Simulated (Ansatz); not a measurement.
Job for Ansatz (a quantum-chemistry and plane-wave program): U-r2SCAN/cc-pVTZ on Se2, 2S+1 = 3, a point of a bond scan (R = 3.829 Å).

Ansatz 0.2 input:
```yaml
crystal:
  periodic: [false, false, false]
  atoms:
    - {symbol: Se, position_ang: [-0.00000000, -0.00000000, -1.09408457]}
    - {symbol: Se, position_ang: [0.00000000, 0.00000000, 2.73521143]}
basis:
  gaussian:
    orbitals: cc-pVTZ
hamiltonian:
  xc: {name: r2SCAN}
magnetization: {spin_polarized: true, initial_magnetization: 2}
```

### Question
What total energy does the run end on?

### Answer
-4803.0333 hartree. Its determinant has ⟨S²⟩ = 3.01, a mixture of spin states.

### Question
How many basis functions does it have, and what does it roughly cost on one machine?

### Answer
86 functions; about 4 core-minutes (a rough figure).
